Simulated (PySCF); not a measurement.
# Polarisability and C₆ of V⁺ (vanadium, charge +1)

[Ar] 3d3 4s1, high-spin 5F determinant (an excited configuration). Calculation: PySCF 2.14, in def2-TZVPPD; no relativity, point nucleus. Coupled (time-dependent) response in atomic units; α is the mean over directions.

| method | mean α (bohr³) | C₆ (like pair) | S(−4) |
| --- | --- | --- | --- |
| UHF | 54.38 | 342.0 | 2780 |
| PBE | 39.09 | 224.2 | 1309 |
| PBE0 | 42.36 | 247.8 | 1582 |
| r2SCAN0 | 41.96 | 250.7 | 1468 |

S(−4) is the Cauchy moment in α(ω) = α(0) + S(−4) ω² + …

α(iu) at r2SCAN0:

```
u (hartree)  α(iu) (bohr³)
          0          41.96
     0.0500          38.62
      0.100          31.39
      0.200          18.82
      0.300          12.09
      0.500          6.584
      0.750          4.169
       1.00          3.067
       1.50          1.968
       2.00          1.387
       3.00         0.7918
       5.00         0.3533
```

For an ion, C₆ is the dispersion term alone; charge-induced terms of lower order in 1/R come first.
